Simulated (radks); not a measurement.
Task: These are the eigenvalues of the occupied orbitals of an atom or ion with whole-number occupations (Ry). All-electron calculation, scalar-relativistic Kohn-Sham, Slater X-alpha with alpha = 0.962, spin-polarised, spherical densities, finite nucleus; Fermi nuclear charge, rms radius of each element as measured or else 0.836 A^(1/3) + 0.57 fm. Program: a radial shooting solver on a logarithmic mesh with Libxc functionals.

orbital  eigenvalue
1s down   -4099.811
1s up     -4099.810
2s up     -692.6047
2s down   -692.5934
2p up     -615.3119
2p down   -615.3037
3s up     -159.0902
3s down   -158.8076
3p up     -135.3755
3p down   -135.0954
3d up     -105.1844
3d down   -104.9672
4s up     -35.45092
4s down   -34.87838
4p up     -27.57193
4p down   -27.00982
4d up     -16.87392
4d down   -16.32667
5s up      -7.72490
5s down    -7.47603
5p up      -5.66219
5p down    -5.47626
4f up      -5.01807
4f down    -4.51337

Which element is it, and in what charge state? The configuration may be excited. Open shells, if any, are filled with parallel spins first.

Result: Z = 67, holmium, charge +4: Ho4+ in [Xe] 4f9. The list shows which subshells hold electrons but not how many an open one holds; the 1s level, -2049.9 hartree, gives Z - s = 64.0 by -(Z - s)^2/2, which with screening and relativity narrows Z to a few neighbours, and the depths of the outer levels then fix element, charge and occupations together.
